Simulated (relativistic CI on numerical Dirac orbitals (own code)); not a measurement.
# d1 to d9 in one octahedral field

Computed with a parametric ligand-field model without spin-orbit coupling, by exact diagonalisation: B = 480, C = 1880, 10Dq = 25900 cm⁻¹ (Oh; |10Dq|/B = 54.0) for every shell. Energies in cm⁻¹; the field energy is (0.6 n_e − 0.4 n_t2) × 10Dq of the ground term; g labels are left out. So small a B with so large a field is typical of 4d and 5d ions, where spin-orbit coupling, left out here, reaches 1,000 to 4,000 cm⁻¹.

| Shell | Ground term | Electrons in e | Field energy | First spin-allowed bands | Lowest term of other spin |
| --- | --- | --- | --- | --- | --- |
| d1 | 2T2 | 0.000 | -10360 | 2E 25900 |  |
| d2 | 3T1 | 0.009 | -20491 | 3T2 24732, 3T1 30764 | 1T2 6804 |
| d3 | 4A2 | 0.000 | -31080 | 4T2 25900, 4T1 31282 | 2E 9445 |
| d4 | 3T1 | 0.013 | -41093 | 3E 24041, 3T1 24497 | 1T2 5811 |
| d5 | 2T2 | 0.026 | -51134 | 2A2 23325, 2T1 23500 | 4T1 16700 |
| d6 | 1A1 | 0.019 | -61666 | 1T1 24502, 1T2 31391 | 3T1 20521 |
| d7 | 2E | 1.013 | -46293 | 2T1 24393, 2T2 24854 | 4T1 16601 |
| d8 | 3A2 | 2.000 | -31080 | 3T2 25900, 3T1 31282 | 1E 7547 |
| d9 | 2E | 3.000 | -15540 | 2T2 25900 |  |

Low spin: d4, d5, d6, d7; the other shells keep the spin of the free ion. Only d4 to d7 can choose; the field needed to pair spins is smallest for d6 and largest for d5, which loses most exchange energy. In the strong-field picture 10Dq must exceed about 6B + 5C = 12280 (d4), 7.5B + 5C = 13000 (d5), 2.5B + 4C = 8720 (d6) and 4B + 4C = 9440 (d7); mixing of terms shifts these bounds somewhat.
